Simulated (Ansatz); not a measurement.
Program: Ansatz. Geometries: PBE0-D4/def2-TZVP. ΔE: electronic, gas phase. CCSD(T)/CBS is the MP2 limit (def2-TZVPP, def2-QZVPP) plus CCSD(T) − MP2 in def2-TZVPP, frozen cores. This one scheme is used for every species. DFT in def2-TZVPP. B3LYP here is the variant with VWN-RPA as its local correlation; programs differ in this. For Ge outer-core shells are correlated without core-valence functions, which leaves a few kJ/mol of doubt a bond. Scalar relativity is left out up to krypton. Each species was taken in one conformer, which may not be the lowest.

Reaction (ligand exchange at a Ge–C bond): `C#[C][GeH2][NH2]` + `C=N` → `C=[N][GeH2][NH2]` + `C#C`

```tsv
level	ΔE (eV)
B3LYP-D4	0.10
SCS-MP2/def2-QZVPP	0.14
```

Q: What does CCSD(T)/CBS give? (Estimate.)

A: The calculation gave: +0.13 eV. The listed levels differ from it by -0.03, 0.01 eV.

Largest T1 diagnostic among the species: 0.013.
